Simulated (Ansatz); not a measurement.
Start from `CC[SiH]1[AlH][SiH2]1` and change one atom or group to get `[SiH3]C[SiH]1[AlH][SiH2]1`.

Ansatz, PBE0-D4/def2-TZVP geometries, multiplicity 1. Each molecule was computed in one conformer, which needn't be the lowest.

| property | `CC[SiH]1[AlH][SiH2]1` |
| --- | --- |
| HOMO energy (PBE0/def2-TZVPP) / eV | -6.03 |
| HOMO energy (B3LYP/def2-TZVPP) / eV | -5.84 |
| HOMO–LUMO gap (PBE/def2-TZVPP) / eV | 2.30 |
| LUMO energy (PBE/def2-TZVPP) / eV | -2.83 |
| HOMO energy (ωB97M-V/def2-TZVPP) / eV | -7.89 |
| LUMO energy (B3LYP/def2-TZVPP) / eV | -2.21 |

Task: What does the change do to each property? (An estimate is asked.)

Result: The calculation gave: 
```json
{"property": "HOMO energy (PBE0/def2-TZVPP) / eV", "`[SiH3]C[SiH]1[AlH][SiH2]1`": "-6.13", "shift": "-0.10"}
{"property": "HOMO energy (B3LYP/def2-TZVPP) / eV", "`[SiH3]C[SiH]1[AlH][SiH2]1`": "-5.95", "shift": "-0.11"}
{"property": "HOMO–LUMO gap (PBE/def2-TZVPP) / eV", "`[SiH3]C[SiH]1[AlH][SiH2]1`": "2.30", "shift": "0.00"}
{"property": "LUMO energy (PBE/def2-TZVPP) / eV", "`[SiH3]C[SiH]1[AlH][SiH2]1`": "-2.95", "shift": "-0.12"}
{"property": "HOMO energy (ωB97M-V/def2-TZVPP) / eV", "`[SiH3]C[SiH]1[AlH][SiH2]1`": "-7.98", "shift": "-0.09"}
{"property": "LUMO energy (B3LYP/def2-TZVPP) / eV", "`[SiH3]C[SiH]1[AlH][SiH2]1`": "-2.32", "shift": "-0.11"}
```

B3LYP here is the variant with VWN-RPA as its local correlation; programs differ in this.
